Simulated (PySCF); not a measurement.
PbHI, SMILES [I][PbH] (connectivity only; charge and spin as stated), neutral, multiplicity 1.

Geometry optimised at B3LYP-D3(BJ)/def2-TZVP. The def2 effective core potentials stand for the cores of I, Pb; spin–orbit coupling is left out.

Level of theory: M06-2X/def2-TZVPD (PySCF).

Symmetry labels are those of the subgroup Cs that the program uses (full group Cs).

Computed valence orbital energies around the gap with their symmetry:
```tsv
orbital	symmetry	energy (eV)
HOMO−7	A"	-26.54
HOMO−6	A'	-26.36
HOMO−5	A'	-20.39
HOMO−4	A'	-15.67
HOMO−3	A'	-9.36
HOMO−2	A'	-8.64
HOMO−1	A"	-8.41
HOMO	A'	-7.79
LUMO	A"	-2.38
LUMO+1	A'	-0.74
LUMO+2	A'	0.12
LUMO+3	A'	0.71
```
